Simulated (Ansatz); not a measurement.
Compare A (`C#[C][GeH2][Cl]`) with its isomer B (`[Cl][GeH]1[CH]=[CH]1`).

Calculated with Ansatz (gas phase, PBE0-D4/def2-TZVP geometries, no zero-point term in ΔE). CBS: MP2 limit from def2 TZ/QZ plus the TZ coupled-cluster correction, frozen cores. Functionals use def2-TZVPP. B3LYP here is the variant with VWN-RPA as its local correlation; programs differ in this. For Ge outer-core shells are correlated without core-valence functions, which leaves a few kJ/mol of doubt a bond. Scalar relativity is left out up to krypton.

A:

```xyz
7

C     1.444    0.472    1.358
C     0.627    0.196    0.517
Ge   -0.638   -0.236   -0.820
Cl   -2.544   -0.512    0.137
H     2.163    0.716    2.106
H    -0.785    0.923   -1.807
H    -0.267   -1.559   -1.492
```

B:

Z-matrix (Å, degrees):
```
Ge
C 1 1.888
C 1 1.888 2 41.3
Cl 1 2.151 2 119.7 3 102.4
H 1 1.522 2 126.5 3 -106.2
H 2 1.084 1 154.3 3 -176.5
H 3 1.084 1 154.3 2 176.5
```

**Question.** Which isomer does CCSD(T)/CBS put lower? Give the gap. (Estimate.)

**Answer.** The calculation gave: A, by 12.1 kcal/mol.

**Question.** Give E(B) − E(A) in kcal/mol with ωB97M-V, PBE-D4, CCSD(T)/def2-SVP, B3LYP, HF/def2-TZVPP, B3LYP-D4, PBE0-D4. (Best estimate.)

**Answer.** Ansatz gave: ωB97M-V 11.8, PBE-D4 7.3, CCSD(T)/def2-SVP 13.4, B3LYP 13.5, HF/def2-TZVPP 20.0, B3LYP-D4 13.2, PBE0-D4 7.7. None reverses the order clearly.

**Question.** Does the order hold for the free energy at 298.15 K (harmonic terms from PBE0-D4)? (Estimate.)

**Answer.** The calculation gave: Yes: G(B) − G(A) = +14.4 kcal/mol.

Largest T1 diagnostic: 0.011.

Leaving LDA and LC-ωPBE aside and taking each functional with its dispersion term where it has one, the values, not all of them listed here, spread over 7.1 kcal/mol, from PBE-D4 to B2PLYP. LDA lies −3.9 kcal/mol from PBE without D4. At CCSD(T), def2-SVP lies +1.3 kcal/mol from the extrapolated value and def2-TZVPP +1.8 kcal/mol.
